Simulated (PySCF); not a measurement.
## `C[C@@H]1C[C@@H](F)C1=O`, C5H7FO

Geometry:
```tsv
atom	x (Å)	y (Å)	z (Å)
C1	1.735	0.051	-0.169
C2	0.416	0.073	0.591
C3	-0.623	-0.994	0.180
C4	-1.496	0.097	-0.465
F5	-2.802	0.142	-0.059
C6	-0.553	1.150	0.129
O7	-0.588	2.338	0.216
H8	2.330	-0.806	0.138
H9	2.297	0.959	0.035
H10	1.559	-0.012	-1.241
H11	0.615	0.125	1.664
H12	-0.264	-1.759	-0.503
H13	-1.123	-1.464	1.023
H14	-1.503	0.100	-1.561
```

Theory: GIAO B97-2/pcSseg-1 magnetisability, rotational g tensor and spin-rotation constants, non-relativistic, gas phase (PySCF 2.14.0). Geometry: GFN2-xTB.

(1) Give the nuclear spin-rotation constants along the inertial axes (H = +C I·J) beside the isotropic shieldings.

(2) How do the rotational constants and the g tensor change when H8, H9, H10, H11, H12, H13, H14 are replaced by deuterium?

Answers

(1) Rotational constants 4.1632, 2.2955, 1.6279 GHz. A star marks the isotopologue with that one atom substituted, in its own axes.
| atom | isotope | Caa (kHz) | Cbb (kHz) | Ccc (kHz) | mean (kHz) | σ (ppm) |
| --- | --- | --- | --- | --- | --- | --- |
| F5 | 19F | 2.491 | 0.984 | 1.102 | 1.526 | 373.0 |
| H8 | 1H | -0.262 | -0.078 | -0.170 | -0.170 | 30.5 |
| H9 | 1H | -0.273 | -0.043 | -0.182 | -0.166 | 30.3 |
| H10 | 1H | -0.430 | -0.282 | 0.025 | -0.229 | 31.0 |
| H11 | 1H | -0.414 | -0.268 | 0.071 | -0.204 | 28.7 |
| H12 | 1H | -0.448 | -0.029 | -0.115 | -0.197 | 29.8 |
| H13 | 1H | -0.403 | -0.166 | -0.025 | -0.198 | 29.4 |
| H14 | 1H | -0.457 | -0.238 | 0.138 | -0.186 | 26.2 |
| C1 | 13C* | 0.582 | 0.328 | 0.241 | 0.384 | 166.7 |
| C2 | 13C* | 0.817 | 0.387 | 0.341 | 0.515 | 136.0 |
| C3 | 13C* | 0.518 | 0.459 | 0.261 | 0.412 | 155.6 |
| C4 | 13C* | 0.957 | 0.581 | 0.499 | 0.679 | 87.8 |
| C6 | 13C* | 2.075 | 1.174 | 0.487 | 1.246 | -25.4 |
| O7 | 17O* | -2.270 | -2.475 | -0.252 | -1.666 | -329.2 |

For the geometry as given, no vibrational averaging.

(2) Constants 3.6202, 1.9987, 1.4651 GHz; g -0.0242, -0.0261, -0.0157, against -0.0274, -0.0296, -0.0170 before.
